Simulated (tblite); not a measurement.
Compound: C7H8ClO (doublet state).
Z-matrix (Å and degrees, GFN2-xTB geometry), rows numbered from 1:
```
C 
C   1  1.3192
C   2  1.5118  1  124.05
C   3  1.4861  2  111.97  1   125.31
Cl  4  1.7008  3  121.76  2   -58.22
C   4  1.4889  3  112.60  2    99.49
C   6  1.5298  4  103.92  3    20.21
C   7  1.5163  6  107.20  4   -13.98
O   8  1.1986  3  125.27  2    68.53
H   1  1.0767  2  121.61  3  -179.20
H   1  1.0772  2  121.98  3     1.11
H   2  1.0812  1  121.13  3   178.67
H   3  1.0951  2  108.29  1    -0.74
H   6  1.0929  4  111.60  3   141.73
H   6  1.0987  4  111.35  3   -99.41
H   7  1.0915  6  111.83  4   103.58
H   7  1.0898  6  113.32  4  -135.28
```

Method: GFN2-xTB as coded in tblite; computed harmonic values from a numerical Hessian at the method's own geometry, unscaled. Errors from tens to a few hundred cm⁻¹ against measured bands are possible. One conformer, not necessarily the lowest. Open shells enter through the occupations alone, without spin polarisation, and single modes of such species can be off by tens of per cent.

Harmonic wavenumbers (cm⁻¹): 30.8, 46.0, 70.9, 119.7, 191.6, 229.4, 337.8, 363.9, 435.2, 486.3, 519.5, 611.2, 641.0, 769.5, 833.1, 844.7, 890.5, 932.6, 963.7, 1012.2, 1035.5, 1057.8, 1063.6, 1102.8, 1110.9, 1162.2, 1180.7, 1206.8, 1222.8, 1267.7, 1282.3, 1285.7, 1403.0, 1427.5, 1465.0, 1691.9, 1803.1, 2861.7, 2918.9, 2955.3, 2982.5, 3006.0, 3067.8, 3103.5, 3129.9.

A = 1793, B = 1225, C = 791.0 MHz; mass 143.026 u (most abundant isotopes); point group C1, symmetry number 1; spin multiplicity 2.

Question: What is the zero-point energy?

Answer: ½Σν̃ = 28062 cm⁻¹ = 80.23 kcal/mol.

Question: Give the ideal-gas entropy at 350 K and 1 bar in the rigid-rotor, harmonic-oscillator model (classical rotation).

Answer: Translation 41.61, rotation 30.08, vibration 33.86, spin (R ln 2) 1.38: S = 106.9 cal/(mol K).

Question: And Cp and H(350 K) − H(0)?

Answer: Cp = 40.15 cal/(mol K), of which vibrations give 32.20 (their classical limit is 45 R = 89.4); H(350 K) − H(0) = 8.53 kcal/mol without the zero-point energy, 5.75 from vibrations.

Question: What must be added to the electronic energy to get the Gibbs energy at 350 K and 1 bar?

Answer: ZPE + [H(350 K) − H(0)] − T·S = 80.23 + 8.53 − 37.42 = 51.34 kcal/mol.

Question: Blend soft modes into free rotors: weight 1/[1 + (100 cm⁻¹/ν̃)⁴] for the oscillator and the rest for a rotor with moment μB/(μ + B), μ = h/(8π²ν), B = 10⁻⁴⁴ kg m². What vibrational entropy results?

Answer: 29.46 cal/(mol K) in place of 33.86, which changes −T·S at 350 K by +1.54 kcal/mol.

Hindered rotation and anharmonicity are outside this model. Other conformers, if any are populated, would add a mixing term that is left out. The structure is chiral; the term R ln 2 for an equal mix with its mirror image is left out.

The run took 0.68 s wall on an Arm Neoverse V1 with one thread, shared host. This covers the Hessian and the dipole derivatives.
